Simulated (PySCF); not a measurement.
CCl3, SMILES Cl[C+](Cl)Cl, charge +1.

Coordinates come from a r2SCAN-D4/def2-SVP optimisation.

Calculation: PySCF with TDA-PBE/def2-SVPD.

Vertical excitations; the highest root listed may be one member of a degenerate set. The molecule is in vacuum. State labels are in the subgroup C2v.

```json
[
 {"state": "S1", "symmetry": "A2", "energy (eV)": "3.29", "λ (nm)": "377", "f": "0.000", "main pairs": "HOMO→LUMO 100 %"},
 {"state": "S2", "symmetry": "A2", "energy (eV)": "4.47", "λ (nm)": "277", "f": "0.000", "main pairs": "HOMO−3→LUMO (degenerate set)"},
 {"state": "S3", "symmetry": "B2", "energy (eV)": "4.47", "λ (nm)": "277", "f": "0.000", "main pairs": "HOMO−4→LUMO (degenerate set)"},
 {"state": "S4", "symmetry": "A1", "energy (eV)": "5.62", "λ (nm)": "221", "f": "0.186", "main pairs": "HOMO−1→LUMO (degenerate set)"},
 {"state": "S5", "symmetry": "B1", "energy (eV)": "5.62", "λ (nm)": "221", "f": "0.186", "main pairs": "HOMO−2→LUMO (degenerate set)"},
 {"state": "S6", "symmetry": "B1", "energy (eV)": "6.48", "λ (nm)": "191", "f": "0.000", "main pairs": "HOMO→LUMO+1 99 %"},
 {"state": "S7", "symmetry": "B2", "energy (eV)": "7.42", "λ (nm)": "167", "f": "0.000", "main pairs": "HOMO−1→LUMO+1 (degenerate set)"},
 {"state": "S8", "symmetry": "A2", "energy (eV)": "7.42", "λ (nm)": "167", "f": "0.000", "main pairs": "HOMO−2→LUMO+1 (degenerate set)"},
 {"state": "S9", "symmetry": "A1", "energy (eV)": "7.75", "λ (nm)": "160", "f": "0.011", "main pairs": "HOMO−4→LUMO+1, HOMO→LUMO+2 (degenerate set)"},
 {"state": "S10", "symmetry": "B1", "energy (eV)": "7.75", "λ (nm)": "160", "f": "0.011", "main pairs": "HOMO−3→LUMO+1, HOMO→LUMO+3 (degenerate set)"},
 {"state": "T1", "symmetry": "A2", "energy (eV)": "3.02", "λ (nm)": "411", "f": "0", "main pairs": "HOMO→LUMO 100 %"},
 {"state": "T2", "symmetry": "A1", "energy (eV)": "3.81", "λ (nm)": "325", "f": "0", "main pairs": "HOMO−1→LUMO (degenerate set)"},
 {"state": "T3", "symmetry": "B1", "energy (eV)": "3.81", "λ (nm)": "325", "f": "0", "main pairs": "HOMO−2→LUMO (degenerate set)"},
 {"state": "T4", "symmetry": "A2", "energy (eV)": "4.20", "λ (nm)": "295", "f": "0", "main pairs": "HOMO−3→LUMO 100 %"}
]
```
Triplets are in the Tamm–Dancoff approximation.
